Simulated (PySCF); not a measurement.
Pair of molecules: NH3 (SMILES N) (first 4 atoms) with CH2F2 (SMILES FCF); geometry from B3LYP-D3(BJ)/def2-TZVP, rigid monomers moved along the line of their centres of mass till N1···H8 is 4.22 Å.
(charge 0, multiplicity 1):
```csv
atom,x (Å),y (Å),z (Å)
N,-0.0090,-0.0988,-0.1190
H,-1.0216,-0.0822,-0.1719
H,0.3188,0.8328,-0.3489
H,0.3213,-0.7233,-0.8461
F,-1.0448,-0.4152,5.4980
C,0.2779,-0.3099,5.1635
F,0.7273,0.9090,5.5920
H,0.3684,-0.3590,4.0777
H,0.8281,-1.0847,5.7009
```

Interaction energies are E(AB) − E(A) − E(B) at the monomers' geometry in the complex; basis-set methods are counterpoise corrected. Rows marked so take none.

Rows in 6-31G*, STO-3G carry no dispersion term and start afresh at each structure (6-31G* with six Cartesian d functions).

Programs: PySCF for 6-31G* rows, STO-3G rows. Each number belongs to the level named beside it.

Task: What interaction energy does HF/STO-3G (no counterpoise) give?

Result: -0.5 kcal/mol
